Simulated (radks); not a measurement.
Values are calculated unless marked as measured or tabulated.
Question: Tb29+, configuration [Kr]. Level of theory: Dirac Kohn-Sham, BLYP, spin-unpolarised, spherical densities, finite nucleus; Fermi nuclear charge, rms radius 5.06 fm (a radial shooting solver on a logarithmic mesh with Libxc functionals). Some entries of the table are withheld. Estimate them.

| orbital | occ. | eigenvalue (hartree) | r(max) (bohr) |
|---|---|---|---|
| 1s1/2 | 2 | -1941.950 | (1) |
| 2s1/2 | 2 | -353.7279 | 0.07765 |
| 2p1/2 | 2 | -338.1541 | 0.05857 |
| 2p3/2 | 4 | -310.6849 | 0.06449 |
| 3s1/2 | 2 | -106.8418 | (2) |
| 3p1/2 | 2 | (3) | 0.2061 |
| 3p3/2 | 4 | (4) | 0.2183 |
| 3d3/2 | 4 | (5) | (6) |
| 3d5/2 | 6 | (7) | (8) |
| 4s1/2 | 2 | -46.54095 | 0.4792 |
| 4p1/2 | 2 | (9) | 0.4776 |
| 4p3/2 | 4 | (10) | 0.4981 |

Answer: 
(1) 1s1/2 r(max) (bohr): 0.01364
(2) 3s1/2 r(max) (bohr): 0.2189
(3) 3p1/2 eigenvalue (hartree): -100.1370
(4) 3p3/2 eigenvalue (hartree): -94.33093
(5) 3d3/2 eigenvalue (hartree): -82.92169
(6) 3d3/2 r(max) (bohr): 0.1727
(7) 3d5/2 eigenvalue (hartree): -81.64226
(8) 3d5/2 r(max) (bohr): 0.1761
(9) 4p1/2 eigenvalue (hartree): -43.77699
(10) 4p3/2 eigenvalue (hartree): -42.07668
